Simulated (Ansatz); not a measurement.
Mulliken charges of CH$_{4}$ClFOSSi (`O[Si](F)(Cl)CS`) from r2SCAN/def2-TZVPP in Ansatz (PBE0-D4/def2-TZVP geometry).

```
atom   x (Å)   y (Å)   z (Å)  charge (e)
  O1   1.109   0.237  -1.300      -0.409
 Si2   0.082  -0.719  -0.485       0.784
  F3   0.724  -2.158  -0.276      -0.299
 Cl4  -1.630  -1.014  -1.551      -0.235
  C5  -0.234   0.048   1.166      -0.177
  S6  -0.881   1.737   1.042      -0.174
  H7   1.198   0.135  -2.249       0.214
  H8  -1.002  -0.532   1.683       0.092
  H9   0.668   0.015   1.783       0.097
 H10   0.048   2.200   0.191       0.107
```

Question: By hand: the dipole of these point charges (1 e Å = 4.8032 D).

Answer: Σ q r = (0.206, 0.129, 0.078) e Å, of length 0.255 e Å = 1.22 D.

Question: How does the dipole of the full density compare? (Best estimate.)

Answer: Computed: (0.224, 0.041, -0.130) e Å, 1.26 D; the point charges give 0.97 times that, at 52° from its direction.

Point charges leave out the atoms' own dipoles, such as those of lone pairs, and Mulliken's split depends on the basis, so the two needn't agree.
